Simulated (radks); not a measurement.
Polarisability of the fluorine ion F3+, [He] 2s2 2p2, at imaginary frequency. All-electron calculation, non-relativistic Kohn-Sham, LDA (Slater exchange, Perdew-Wang correlation), spin-polarised, spherical densities, point nucleus; open shells are filled with parallel spins first. Program: a radial shooting solver on a logarithmic mesh with Libxc functionals. Response by self-consistent Sternheimer equations with the Hartree and adiabatic LDA kernel.

w (hartree)  alpha1(iw) (bohr^3)
0.00266                   0.9338
0.0143                    0.9336
0.0360                    0.9324
0.0697                    0.9289
0.118                     0.9199
0.186                     0.9005
0.280                     0.8630
0.413                     0.7982
0.605                     0.7001
0.892                     0.5736
1.35                      0.4342
2.12                      0.2942
3.59                      0.1632
6.94                     0.06323
17.5                     0.01326

Static values: alpha1 = 0.9338 bohr^3 (0.1384 angstrom^3; uncoupled 1.355). C6 = 0.8428, triple-dipole C9 = 0.5326 atomic units. One-pole (London) frequency 4 C6 / (3 alpha1^2) = 1.289 hartree, against 2.760 for minus the highest occupied eigenvalue. The dipole shielding factor is 0.667, as the force sum rule N/Z = 0.667 demands.
